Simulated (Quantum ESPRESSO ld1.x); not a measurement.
In XLV, 5 electrons, occupied as [He] 2s2 2p1 (the NIST ground configuration). All-electron calculation, scalar-relativistic Kohn-Sham, LDA (Slater exchange, Perdew-Zunger correlation), spin-polarised, spherical densities, point nucleus; open shells are filled with parallel spins first. Program: ld1.x of Quantum ESPRESSO 7.5.

Unscreened Slater integrals over Kohn-Sham orbitals (eV). They are taken over the spin-up orbitals.

| integral | value |
|---|---|
| F0(2p,2p) | 236.31 |
| F2(2p,2p) | 113.19 |
| F0(2p,2s) | 215.09 |
| G1(2p,2s) | 120.31 |
| F0(2p,1s) | 318.86 |
| G1(2p,1s) | 63.529 |
| F0(2s,2s) | 201.95 |
| F0(2s,1s) | 283.69 |
| G0(2s,1s) | 29.165 |
| F0(1s,1s) | 866.00 |

Derived for the open shells (J is the average intra-shell exchange parameter used in DFT+U). 2p: J = F2/5 = 22.64 eV.
